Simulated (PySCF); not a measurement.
Molecule: `C1C[Si@H](N)[SiH2]C1`, C₃H₁₁NSi₂.

Molfile (atoms numbered from 1):
```
C3H11NSi2
     RDKit          3D

 17 17  0  0  0  0  0  0  0  0999 V2000
    2.0396   -0.2726    0.9341 N   0  0  0  0  0  0  0  0  0  0  0  0
    1.1435   -0.0005   -0.5341 Si  0  0  1  0  0  4  0  0  0  0  0  0
   -0.2005   -1.3305   -0.7109 C   0  0  0  0  0  0  0  0  0  0  0  0
   -1.3811   -0.9314    0.1862 C   0  0  0  0  0  0  0  0  0  0  0  0
   -1.8904    0.4806   -0.1424 C   0  0  0  0  0  0  0  0  0  0  0  0
   -0.4183    1.6990   -0.1289 Si  0  0  0  0  0  4  0  0  0  0  0  0
    2.6846   -1.0542    0.9941 H   0  0  0  0  0  0  0  0  0  0  0  0
    2.4155    0.5292    1.4278 H   0  0  0  0  0  0  0  0  0  0  0  0
    1.9756    0.0890   -1.7826 H   0  0  0  0  0  0  0  0  0  0  0  0
    0.1819   -2.3323   -0.4525 H   0  0  0  0  0  0  0  0  0  0  0  0
   -0.5207   -1.3763   -1.7676 H   0  0  0  0  0  0  0  0  0  0  0  0
   -2.2028   -1.6634    0.1000 H   0  0  0  0  0  0  0  0  0  0  0  0
   -1.0509   -0.9650    1.2400 H   0  0  0  0  0  0  0  0  0  0  0  0
   -2.6981    0.7919    0.5387 H   0  0  0  0  0  0  0  0  0  0  0  0
   -2.3158    0.4936   -1.1620 H   0  0  0  0  0  0  0  0  0  0  0  0
   -0.5639    2.7827   -1.1504 H   0  0  0  0  0  0  0  0  0  0  0  0
   -0.2339    2.3439    1.2120 H   0  0  0  0  0  0  0  0  0  0  0  0
  1  2  1  0
  2  3  1  0
  3  4  1  0
  4  5  1  0
  5  6  1  0
  6  2  1  0
  1  7  1  0
  1  8  1  0
  2  9  1  6
  3 10  1  0
  3 11  1  0
  4 12  1  0
  4 13  1  0
  5 14  1  0
  5 15  1  0
  6 16  1  0
  6 17  1  0
M  END
```

Geometry PBE0-D3(BJ)/def2-SVP throughout; GIAO in PySCF 2.14, gas phase, one conformer, non-relativistic; equivalent atoms averaged; functional PBE0.

Question: How do the absolute shieldings σ depend on the basis set? (a selection of nuclei; ppm; last column core-seconds on shared hosts with different chips, so compare them loosely)

Answer: 
```tsv
basis set	functions	Si2	C4	C3	H17	H12	H13	H14	H11	H7/H8	core-s
STO-3G	49	525.1	203.5	220.0	30.83	31.31	31.48	31.99	32.37	34.58	4.2
6-31G	84	436.8	173.5	178.4	29.21	30.21	30.49	31.16	32.27	33.44	8.6
pcSseg-0	84	383.8	167.3	173.7	29.17	30.64	31.24	31.65	32.82	33.81	8.9
6-31G*	114	416.4	170.0	174.2	28.10	29.67	30.14	30.57	31.76	32.31	12
def2-SVP	147	429.7	170.2	173.9	27.70	29.32	30.01	30.13	31.33	31.59	14
cc-pVDZ	147	434.5	170.3	175.0	27.72	29.15	29.77	29.89	31.13	31.59	20
pcSseg-1	171	368.6	158.9	163.1	27.69	29.07	29.76	29.88	31.16	31.31	40
6-311+G(2d,p)	244	360.6	161.4	164.4	27.68	29.30	29.96	30.07	31.30	31.72	33
aug-cc-pVDZ	245	425.6	169.3	173.1	27.70	29.10	29.85	29.89	31.12	31.55	44
def2-TZVP	264	349.2	161.0	164.5	27.65	29.26	29.93	30.06	31.28	31.68	39
```

Question: Which nucleus among those listed moves most, in ppm?

Answer: Si2 (silicon bonded to C, N, Si, H, in a 5-membered ring): from 349.2 ppm with def2-TZVP to 525.1 ppm with STO-3G. The smallest spread is 1.69 ppm, at H11. Proton shifts span only some 12 ppm, so a few tenths of a ppm matter as much there as several ppm in carbon.

Question: Taking the largest basis, def2-TZVP (264 functions), as the yardstick, rank the others by their worst heavy-atom deviation.

Answer: 6-311+G(2d,p) 11.4 ppm (244 functions), pcSseg-1 19.4 ppm (171 functions), pcSseg-0 34.6 ppm (84 functions), 6-31G* 67.2 ppm (114 functions), aug-cc-pVDZ 76.4 ppm (245 functions), def2-SVP 80.5 ppm (147 functions), cc-pVDZ 85.3 ppm (147 functions), 6-31G 87.6 ppm (84 functions), STO-3G 176.0 ppm (49 functions).

A small basis that lands close on one nucleus may do so by chance; judge by the trend and by all nuclei.
